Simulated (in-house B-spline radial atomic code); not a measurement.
Configurations of neutral antimony, with energies counted from [Kr] 4d10 5s2 5p3. Method: Dirac-Hartree-Fock, average of configuration, Fermi nucleus of rms radius 4.6802 fm. Calculated with a radial B-spline atomic code at the basis-set limit. Energies include first-order Breit, QED and recoil terms.

Occupations are held fixed; configurations that lie above the ionisation limit could autoionise.

```csv
configuration,E - E(ref) (eV),highest orbital,its <r> (bohr)
[Kr] 4d10 5s1 5p3 6d1,15.329,6d5/2,18.67
[Kr] 4d10 5s1 5p3 5f1,15.715,5f5/2,31.39
[Kr] 4d10 5s1 5p3 7g1,15.982,7g7/2,63.5
[Kr] 4d9 5s2 5p4,31.065,5p3/2,2.763
[Ar] 3d9 4s2 4p6 4d10 5s2 5p3 6s1,537.22,6s1/2,6.932
[Ar] 3d9 4s2 4p6 4d10 5s2 5p3 5f1,539.72,5f5/2,31.42
```

**Question.** Order these further configurations by energy, lowest first.
A. [Kr] 4d10 5s1 5p3 7d1
B. [Ar] 3d9 4s2 4p6 4d10 5s2 5p3 7g1
C. [Kr] 4d10 5s2 5p2 8s1
D. [Ar] 3d9 4s2 4p6 4d10 5s2 5p3 7s1
E. [Kr] 4d10 5s1 5p3 5d1

**Answer.** C (6.8526 eV), E (14.58 eV), A (15.673 eV), D (538.89 eV), B (539.99 eV).

**Question.** How far above the reference does [Kr] 4d9 5s2 5p3 6g1 lie?

**Answer.** 39.491 eV; its least bound orbital is 6g7/2 with <r> = 44 bohr.

**Question.** How far above the reference does [Kr] 4d9 4f1 5s2 5p3 lie?

**Answer.** 39.017 eV; its least bound orbital is 4f5/2 with <r> = 17.95 bohr.
